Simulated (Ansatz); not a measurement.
Molecule: C₃H₄Cl, charge -1, multiplicity 1. It need not be the lowest isomer of its formula. Whether it binds its extra electron was not tested at this geometry. 
Coordinates optimised at B3LYP-D3(BJ)/def2-TZVP (Ansatz, a program for electronic structure):
```
C
C 1 1.3788
H 2 1.0835 1 120.59
H 2 1.0860 3 116.95 1 170.70
H 1 1.0917 2 115.68 3 -9.30
C 1 1.3963 5 114.07 2 -176.48
H 6 1.0841 1 121.34 5 -161.51
Cl 6 1.8335 7 107.97 1 -138.10
```
Charge -1, spin multiplicity 1.

**Question.** Give the harmonic wavenumbers at B3LYP-D3(BJ)/def2-TZVP (Ansatz, finite differences of forces, unscaled).

**Answer.** 145, 247, 397, 459, 506, 624, 747, 962, 991, 1199, 1240, 1275, 1452, 1562, 3063, 3102, 3134, 3175 cm⁻¹. Zero-point energy 34.7 kcal/mol.

**Question.** From these and the geometry, give the ideal-gas thermochemistry at 298.15 K and 1 atm (rigid rotor, harmonic oscillator).

**Answer.** Point group C1, rotational symmetry number 1. Rotational constants 38.83, 2.521, 2.399 GHz. S(trans) 38.88, S(rot) 24.73, S(vib) 7.87, S(elec, spin only) 0.00, S 71.5 cal/(mol K). H(298) - H(0) 3.82 kcal/mol; G - E(el) 17.2 kcal/mol.
